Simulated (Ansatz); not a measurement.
Cost and result for the atomization energy of `C=CC[SiH](F)Cl` (12 atoms, 11 bonds).

| atom | x (Å) | y (Å) | z (Å) |
| --- | --- | --- | --- |
| C1 | 1.407 | 1.274 | 0.780 |
| C2 | 0.501 | 0.982 | -0.143 |
| C3 | -0.788 | 0.277 | 0.117 |
| Si4 | -0.695 | -1.503 | -0.415 |
| F5 | -2.103 | -2.206 | -0.162 |
| Cl6 | -0.295 | -1.620 | -2.417 |
| H7 | 2.338 | 1.764 | 0.519 |
| H8 | 1.250 | 1.041 | 1.829 |
| H9 | 0.705 | 1.233 | -1.181 |
| H10 | -1.620 | 0.746 | -0.420 |
| H11 | -1.035 | 0.283 | 1.184 |
| H12 | 0.336 | -2.272 | 0.308 |

Charge 0, multiplicity 1. All single points use the PBE0-D4/def2-TZVP geometry. It is one conformer, not always the lowest. Program: Ansatz. All runs use 2 threads of an AMD EPYC 7R13 on a shared host and a share of an NVIDIA H100 80 GB. Times are those of one run each, without the atoms' runs, and a repeat can differ threefold. Electronic energies, without spin–orbit coupling; frozen cores. CCSD(T)/CBS adds CCSD(T) − MP2 in def2-TZVPP to the MP2 limit, and its time is that of the two runs behind it. T1 = 0.011. B3LYP takes the VWN-RPA correlation (the form of Gaussian; ORCA's B3LYP/G).

CCSD(T)/CBS is a level of theory with its own doubt, some kJ/mol a heavy atom from the limit and from the frozen cores, so smaller differences don't rank the functionals.

```json
{"level": "PBE-D4/def2-TZVPP (with forces)", "functions": "292", "wall time": "3.1 s"}
{"level": "PBE0-D4/def2-TZVPP", "functions": "292", "wall time": "3.3 s"}
{"level": "r2SCAN-D4/def2-TZVPP (with forces)", "functions": "292", "wall time": "3.4 s"}
{"level": "B3LYP-D4/def2-TZVPP (with forces)", "functions": "292", "wall time": "4.9 s"}
{"level": "B2PLYP/def2-TZVPP", "functions": "292", "wall time": "5.5 s"}
{"level": "ωB97X-V/def2-TZVPP", "functions": "292", "wall time": "6.5 s"}
{"level": "MP2/def2-QZVPP", "functions": "548", "wall time": "8 s"}
{"level": "ωB97M-V/def2-TZVPP (with forces)", "functions": "292", "wall time": "9 s"}
{"level": "CCSD(T)/def2-TZVPP", "functions": "292", "wall time": "12 s"}
{"level": "CCSD(T)/CBS(def2)", "functions": "–", "wall time": "20 s"}
```

What atomization energy does each give, and how far from CCSD(T)/CBS? (An estimate is asked.)

The calculation gave: 
| level | atomization (kcal/mol) | difference from CCSD(T)/CBS | per bond |
| --- | --- | --- | --- |
| PBE-D4/def2-TZVPP (with forces) | 1167.8 | 18.8 | 1.7 |
| PBE0-D4/def2-TZVPP | 1151.3 | 2.3 | 0.2 |
| r2SCAN-D4/def2-TZVPP (with forces) | 1152.0 | 3.0 | 0.3 |
| B3LYP-D4/def2-TZVPP (with forces) | 1144.7 | -4.3 | -0.4 |
| B2PLYP/def2-TZVPP | 1135.4 | -13.6 | -1.2 |
| ωB97X-V/def2-TZVPP | 1149.7 | 0.7 | 0.1 |
| MP2/def2-QZVPP | 1160.5 | 11.5 | 1.0 |
| ωB97M-V/def2-TZVPP (with forces) | 1151.6 | 2.6 | 0.2 |
| CCSD(T)/def2-TZVPP | 1120.0 | -29.0 | -2.6 |
| CCSD(T)/CBS(def2) | 1149.0 | 0.0 | 0.0 |

In def2-TZVPP, CCSD(T) changes the Hartree–Fock value by +253.0 kcal/mol (the triples alone add +16.4 kcal/mol) and MP2 by +276.3 kcal/mol; breaking electron pairs costs correlation energy, which Hartree–Fock lacks. From PBE to PBE0 (25 % exact exchange), in def2-TZVPP and without D4, the atomization energy moves by −15.5 kcal/mol: exact exchange takes away binding that semilocal exchange gives to molecules. The D4 term adds +11.1 kcal/mol with B3LYP and +5.9 kcal/mol with PBE0; it sums over pairs of atoms, weighted by their polarisabilities, and B3LYP, whose exchange is more repulsive, gets the larger term.
